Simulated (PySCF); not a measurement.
C₅H₁₂GeSi.
Structure used (PBE0-D3(BJ)/def2-SVP), in Å, numbered top down from 1:
```xyz
19
C5H12GeSi angstrom
Si     2.9595    0.1222    0.6948
C      1.4685    0.9553   -0.0835
Ge     0.0615   -0.2704   -0.6827
C     -1.5952    0.6683   -1.1999
C     -2.5573    0.2454   -0.1241
C     -2.1849   -0.6339    0.8189
C     -0.7988   -1.2167    0.8176
H      2.5475   -0.6751    1.8927
H      3.9817    1.1233    1.1347
H      3.6068   -0.8095   -0.2807
H      1.7991    1.5597   -0.9448
H      1.0152    1.6477    0.6458
H      0.6208   -1.2082   -1.7728
H     -1.9489    0.3749   -2.2028
H     -1.4617    1.7631   -1.2251
H     -3.5719    0.6610   -0.1186
H     -2.8943   -0.9385    1.5974
H     -0.2781   -1.0461    1.7750
H     -0.8176   -2.3095    0.6677
```

Linear response at CAM-B3LYP/def2-SVPD (PySCF, frozen core in the response, non-relativistic). The CAM-B3LYP/def2-SVPD calculation is non-relativistic and has no spin–orbit coupling, an omission that weighs most on germanium.

Static isotropic polarisability: 113.66 au (16.84 Å³), principal values 95.0, 111.5, 134.4 au.

Problem. What is the polarisability at 1064 nm and at the sodium D line?

Solution. 114.75 au at 1064 nm (+1.0 %), 117.32 au at 589.3 nm (+3.2 %). The rise at 589.3 nm is 3.36 times that at 1064 nm; a pure ω² law gives 3.26. The lowest singlet lies at 185 nm, shorter than both wavelengths.

Problem. What is the isotropic C6 coefficient between two such molecules, C6 = (3/π)∫α(iω)² dω?

Solution. 4756 au (Eh·bohr⁶) by a ten-point quadrature over imaginary frequencies, which is 2840 eV·Å⁶ or 274 J·nm⁶/mol.

Problem. Which effective excitation energy ω̄ makes London's formula C6 = (3/4)α²ω̄ exact here?

Solution. ω̄ = 4·C6/(3α²) = 0.491 Eh = 13.4 eV. A one-pole form α(ω) = α/(1 − ω²/ω̄²) fitted to the 1064 nm value gives 12.0 eV. London's choice of the ionisation energy (9.07 eV, ΔSCF at the same level) gives C6 = 3230 au, 32 % too low.

Problem. What three-body coefficient follows from the one-pole estimate C9 = (3/4)·α·C6?

Solution. 405000 au. This is an estimate from the two numbers above, not a computed integral.

Problem. How anisotropic is the static polarisability, by Δα² = ½[(α1 − α2)² + (α2 − α3)² + (α3 − α1)²]?

Solution. Δα = 34.3 au, or 0.30 of the isotropic value.

Problem. The lowest 10 singlets have (eV, f): 6.69, 0.005; 7.03, 0.149; 7.18, 0.001; 7.35, 0.009; 7.47, 0.022; 7.61, 0.031; 7.75, 0.002; 7.78, 0.046; 7.84, 0.002; 7.88, 0.001. What share of the static polarisability do they carry in the sum over states α = Σ f/ω²?

Solution. 3.78 au, 3.3 % of α; the largest term, 2.23 au, is that of the state at 7.03 eV. Their oscillator strengths add up to 0.27. Higher states carry the rest.

Problem. What n − 1 at the D line would an ideal gas of it have at 273.15 K and 1 atm (2.6868 × 10¹⁹ cm⁻³), by n − 1 = 2π·N·α′?

Solution. 29.35 × 10⁻⁴, a formal value whether or not that pressure can be reached.

Problem. What molar refraction at the D line follows from R = (4π/3)·N_A·α′, with α′ the polarisability volume?

Solution. α′ = 17.38 Å³ gives R = 43.85 cm³/mol, for isolated, non-vibrating species.

One conformer stands for the species.
